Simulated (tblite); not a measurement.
Input of a run (GFN2-xTB geometry optimisation, gas phase (tblite 0.8.0)), started from a force field or distance geometry:
```
{"job": {"kind": "relax", "xc": "GFN2-xTB", "basis": "xTB"}, "charge": 0, "multiplicity": 2}
C      1.457300     0.440600     0.954800
C      0.786700     0.102200    -0.168700
Si    -1.004400     0.199300    -0.435300
N     -1.536800    -1.218700    -1.311600
F     -1.746200     0.228500     0.993900
H      2.519100     0.327500     1.018300
H      0.922700     0.832800     1.820000
H      1.333400    -0.299200    -1.006300
H     -1.357800     1.414700    -1.210600
H     -1.365100    -2.023100    -0.677100
```

Output (eV, eV/Å):
```
step      E/eV     max force
  0    -439.34866    3.304
  1    -439.56846    2.073
  2    -439.63156    0.752
  3    -439.65213    0.571
  4    -439.68547    0.545
  5    -439.71515    0.664
  6    -439.74324    0.668
  7    -439.76239    0.456
  8    -439.77554    0.393
  9    -439.78844    0.442
 10    -439.80222    0.364
 11    -439.80954    0.197
 12    -439.81192    0.122
 13    -439.81279    0.108
 14    -439.81393    0.121
 15    -439.81573    0.128
 16    -439.81814    0.141
 17    -439.81968    0.132
 18    -439.82141    0.123
 19    -439.82316    0.122
 20    -439.82541    0.144
 21    -439.82767    0.129
 22    -439.82960    0.107
 23    -439.83110    0.113
 24    -439.83223    0.100
 25    -439.83310    0.077
 26    -439.83394    0.075
 27    -439.83486    0.087
 28    -439.83568    0.082
 29    -439.83622    0.053
 30    -439.83652    0.054
 31    -439.83675    0.049
 32    -439.83701    0.061
 33    -439.83728    0.048
 34    -439.83748    0.039
 35    -439.83762    0.032
 36    -439.83779    0.042
 37    -439.83804    0.054
 38    -439.83831    0.049
 39    -439.83849    0.030
 40    -439.83857    0.021
 41    -439.83862    0.024
 42    -439.83868    0.023
 43    -439.83875    0.015
 44    -439.83880    0.016
 45    -439.83883    0.015
 46    -439.83885    0.014
 47    -439.83890    0.014
 48    -439.83896    0.018
 49    -439.83902    0.023
 50    -439.83907    0.023
 51    -439.83912    0.023
 52    -439.83921    0.027
 53    -439.83936    0.033
 54    -439.83954    0.035
 55    -439.83969    0.034
 56    -439.83980    0.031
 57    -439.83992    0.037
 58    -439.84005    0.039
 59    -439.84019    0.036
 60    -439.84031    0.041
 61    -439.84042    0.043
 62    -439.84058    0.044
 63    -439.84082    0.040
 64    -439.84108    0.039
 65    -439.84127    0.028
 66    -439.84138    0.028
 67    -439.84146    0.026
 68    -439.84157    0.024
 69    -439.84175    0.030
 70    -439.84201    0.028
 71    -439.84217    0.039
 72    -439.84227    0.026
 73    -439.84244    0.031
 74    -439.84261    0.026
 75    -439.84269    0.018
 76    -439.84273    0.014
 77    -439.84276    0.014
 78    -439.84279    0.014
 79    -439.84282    0.024
 80    -439.84286    0.027
 81    -439.84289    0.025
 82    -439.84291    0.010
 83    -439.84291    0.003
```

Question: Summarise the run.

Answer: The energy falls by 0.494 eV over 83 L-BFGS steps, the largest force on an atom goes from 3.30 to 0.003 eV/Å, and the atoms move by 0.282 Å rms after alignment. The bond that changes most is C2–Si3 (ends: carbon bonded to C, Si and H; silicon bonded to C, F, N and H), which lengthens by 0.116 Å. Bonds longer at the end by more than 0.005 Å: 3 of 9; shorter: 5. Among the angles that change most is Si3–N4–H10, from 105.7° to 124.4°. Among the dihedrals that turn most is F5–Si3–N4–H10, from -54° to -9°. The energy never rose by more than 1e-5 eV on the way. The first step brought 44 % of the lowering.

Question: What are the final bond lengths?

Answer: C1=C2 1.311 Å, C2–Si3 1.929 Å, Si3–N4 1.653 Å, Si3–F5 1.625 Å, C1–H6 1.082 Å, C1–H7 1.078 Å, C2–H8 1.076 Å, Si3–H9 1.452 Å, N4–H10 1.008 Å. Numbering counts from 1 in the input's order; the species is `C=C[Si@@H]([NH])F` [radical].

Hardware: an Intel Xeon at 2.50 GHz with one thread, shared host with 64 logical CPUs at a one-minute load of 62. Cost: 1.1 s wall.

Its GFN2-xTB frequencies are all real (lowest 55 cm⁻¹).

One conformer stands for the species.

All values are computed, not measured.
